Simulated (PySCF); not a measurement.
Electronic absorption of C5H6Se

C5H6Se.
SMILES: `C#C[C@H]1CC[Se]1`

Method: PySCF, TDDFT B3LYP/def2-SVPD, vertical, gas phase, core orbitals frozen in the response. Isolated species at its PBE0-D3(BJ)/def2-SVP geometry (one conformer only). Relativistic effects, spin–orbit coupling among them, are left out although an element past zinc is present.

```json
{"state": "S1", "E (eV)": "3.60", "ν̃ (cm⁻¹)": "29030", "f": "0.0012", "main configurations (H = HOMO, L = LUMO)": "H→L (99%)"}
{"state": "S2", "E (eV)": "4.94", "ν̃ (cm⁻¹)": "39860", "f": "0.014", "main configurations (H = HOMO, L = LUMO)": "H→L+1 (97%)"}
{"state": "S3", "E (eV)": "5.32", "ν̃ (cm⁻¹)": "42870", "f": "0.039", "main configurations (H = HOMO, L = LUMO)": "H-2→L (57%), H-1→L (38%)"}
{"state": "S4", "E (eV)": "5.36", "ν̃ (cm⁻¹)": "43210", "f": "0.018", "main configurations (H = HOMO, L = LUMO)": "H→L+2 (96%)"}
{"state": "S5", "E (eV)": "5.41", "ν̃ (cm⁻¹)": "43660", "f": "0.065", "main configurations (H = HOMO, L = LUMO)": "H-1→L (53%), H-2→L (37%)"}
{"state": "S6", "E (eV)": "5.89", "ν̃ (cm⁻¹)": "47520", "f": "0.016", "main configurations (H = HOMO, L = LUMO)": "H→L+3 (95%)"}
```

The lowest singlet lies at 3.60 eV (345 nm, ultraviolet) and is very weak; its leading configuration is HOMO→LUMO (99%). The strongest level in the table is S5 at 5.41 eV (229 nm, f = 0.065). Löwdin shares by element: HOMO selenium 74%, carbon 15% or more; LUMO selenium 55%, carbon 31% or more. The listed states span 2.29 eV, and the widest gap between neighbours is 1.34 eV (S1 to S2). The oscillator strengths of these states sum to 0.154; summed over the whole spectrum of an exact calculation they would give the number of electrons, 70 (Thomas–Reiche–Kuhn). Weighted by f, the mean energy of these states is 5.37 eV. No computed singlet lies in the visible range (380 to 750 nm); the lowest, at 345 nm, stands 0.34 eV above its violet end (3.26 eV). The window holds the lowest 6 singlets.

Rough CPU time on one thread of a shared machine: about 60 s.
